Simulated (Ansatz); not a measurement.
Cartesian coordinates in Å:
```
F -0.5586 -1.6863 0.7496
Zr -0.1842 -0.2333 -0.3832
S 0.8453 1.4805 0.9837
Cl -2.1339 0.6155 -1.3324
Cl 1.2907 -0.8493 -2.0768
H 0.7406 0.6729 2.0591
```

The species carries charge 0 and has multiplicity 1. Zr: def2 effective core potential.

(1) List the PBE0/def2-TZVPP orbital energies in eV (the Gaussian-basis code of Ansatz). (Best estimate.)

## Answers

(1) Ansatz gave: Occupied: -2767.68, -2767.68, -2422.81, -674.43, -259.54, -259.54, -218.19, -197.76, -197.76, -197.72, -197.72, -197.72, -197.72, -162.02, -161.90, -161.87, -60.59, -37.73, -36.81, -36.75, -32.02, -22.90, -22.76, -20.50, -13.38, -13.02, -12.94, -11.88, -11.05, -10.85, -10.33, -10.09, -10.00, -9.68, -9.27, -8.28. Lowest empty: -2.42, -2.22, -1.47, -1.33, -1.32, -0.51, 0.58, 0.96.
